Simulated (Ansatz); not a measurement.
Start from `N[SiH2]OC[SiH3]` and change one atom or group to get `O[SiH2]OC[SiH3]`.

Ansatz, PBE0-D4/def2-TZVP geometries, multiplicity 1. Each molecule was computed in one conformer, which needn't be the lowest.

| property | `N[SiH2]OC[SiH3]` |
| --- | --- |
| HOMO energy (ωB97M-V/def2-TZVPP) / eV | -10.22 |
| HOMO–LUMO gap (B3LYP/def2-TZVPP) / eV | 7.86 |
| HOMO energy (PBE/def2-TZVPP) / eV | -6.41 |
| size of the dipole moment (PBE/def2-TZVPP) / D | 0.73 |
| LUMO energy (PBE/def2-TZVPP) / eV | -0.28 |
| HOMO–LUMO gap (PBE0/def2-TZVPP) / eV | 8.38 |

Question: What does the change do to each property? (Estimate.)

Answer: The calculation gave: 
```csv
property,`O[SiH2]OC[SiH3]`,shift
HOMO energy (ωB97M-V/def2-TZVPP) / eV,-10.07,0.15
HOMO–LUMO gap (B3LYP/def2-TZVPP) / eV,7.60,-0.26
HOMO energy (PBE/def2-TZVPP) / eV,-6.36,0.05
size of the dipole moment (PBE/def2-TZVPP) / D,1.96,1.23
LUMO energy (PBE/def2-TZVPP) / eV,-0.54,-0.26
HOMO–LUMO gap (PBE0/def2-TZVPP) / eV,8.07,-0.31
```

With PBE0 the HOMO rises by 0.07 eV and the LUMO falls by 0.24 eV, so the gap narrows by about 0.31 eV. PBE moves the HOMO by 0.05 eV and ωB97M-V by 0.15 eV. Dipoles are sizes alone; their direction can turn.

B3LYP here is the variant with VWN-RPA as its local correlation; programs differ in this.
